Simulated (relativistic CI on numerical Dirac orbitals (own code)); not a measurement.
# What each ingredient does to the levels of Au⁶⁷⁺

Base calculation: Dirac-Coulomb-Breit CI, separate exchange-only KLI orbitals for each configuration, QED by a radiative potential, unscaled Slater integrals.

Configuration list (outside the closed core [Ne]): 3s², 3s3p, 3p², 3s3d, 3d², 3p3d, 3p4s, 3d4s, 3s4s, 3s4p, 3s4d, 3s4f, 3s5s, 3s5p, 3s5d, 4s², 3s5f, 3s5g, 3s6s, 3s6p, 3s6d. Levels of other configurations are missing.

The lowest level and the first level of each name with at least 55 % of one term (blank where a level has no safe partner in the second run):

| Level | Base (eV) | Shift (eV) |
| --- | --- | --- |
| 3s² ¹S0 | 0.00 | 0.00 |
| 3s3p ³P°0 | 155.17 | -5.42 |
| 3s3p ³P°1 | 172.76 | -4.93 |
| 3p² ³P0 | 370.50 | -10.94 |
| 3s3p ³P°2 | 659.62 | +0.44 |
| 3s3p ¹P°1 | 700.58 | +0.14 |
| 3p² ³P1 | 859.12 | -5.36 |
| 3s3d ³D1 | 892.20 | +1.78 |
| 3s3d ³D2 | 908.17 | +1.38 |
| 3s3d ³D3 | 1004.84 | +5.22 |
| 3s3d ¹D2 | 1023.77 | +4.50 |
| 3p3d ³F°2 | 1059.16 | -3.14 |
| 3p² ³P2 | 1371.22 | +0.44 |
| 3p² ¹S0 | 1392.51 | -0.31 |
| 3p3d ³P°0 | 1589.55 | +1.04 |
| 3p3d ³P°1 | 1590.08 | +1.86 |
| 3p3d ³F°4 | 1678.30 | +5.50 |
| 3p3d ³D°3 | 1711.38 | +5.22 |
| 3p3d ¹P°1 | 1725.68 | +4.18 |
| 3d² ³F2 | 1799.57 | +3.64 |
| 3d² ³P0 | 1829.23 | +2.28 |
| 3d² ³F3 | 1907.41 | +6.76 |

At this charge energies of transitions that change n are usually good to better than 1 %, and those within a shell (Δn = 0) to a few per cent.

One thing was changed in a second run, which moved the levels as shown. Which?
A. QED terms removed
B. Breit term removed
C. P86 correlation estimate
D. configuration mixing switched off

B. Breit term removed. The Breit term mainly narrows fine-structure intervals, so removing it widens them.

LS names give the leading component of a level, which can be under half, so a name can repeat, a term be missing and a line seem to break the LS rules.
